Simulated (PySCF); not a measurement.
beryllium hydride (HBe), doublet, at a GFN2-xTB geometry (such geometries of metal compounds can be far from the true shape). Base run: PySCF with PBE/def2-SVPD.

The PySCF input:
```python
from pyscf import gto, scf, dft, solvent

mol = gto.M(
    atom='''
Be   -0.000000   -0.000000   -0.262478
H     0.000000    0.000000    1.049910
''',
    basis='def2-svpd',
    charge=0,
    spin=1,
    verbose=3,
)

mf = dft.UKS(mol)
mf.xc = 'pbe'
mf.kernel()
```

Variants of this job, named by their change:

| change | ΔE vs base (kJ/mol) | dipole (D) |
|---|---|---|
| base | 0.00 | 0.16 |
| model = IEF-PCM; solvent = tetrahydrofuran | -10.15 | 0.35 |
| model = IEF-PCM; solvent = dimethylsulfoxide | -12.29 | 0.39 |
| model = IEF-PCM; solvent = tetrahydrofuran; vdw_scale = 1.0 | -24.39 | 0.49 |
| model = IEF-PCM; solvent = acetonitrile | -12.15 | 0.39 |
| model = IEF-PCM; solvent = tetrahydrofuran; lebedev_order = 11 | -10.13 | 0.35 |
| model = IEF-PCM; solvent = chloroform | -8.85 | 0.32 |
| model = COSMO; solvent = tetrahydrofuran | -10.02 | 0.34 |
| model = IEF-PCM; solvent = tetrahydrofuran; vdw_scale = 1.1 | -15.23 | 0.41 |
| model = C-PCM; solvent = tetrahydrofuran | -10.79 | 0.36 |
| model = ddCOSMO; solvent = tetrahydrofuran | -27.4 | 0.48 |
| model = IEF-PCM; solvent = n-hexane | -4.50 | 0.24 |

The base is the gas phase, so ΔE is the electrostatic part of solvation at a fixed geometry, without cavity and dispersion terms.

Open shells are given as the SCF converged; they aren't shown to be the lowest states, and a large step between rows can be another state.
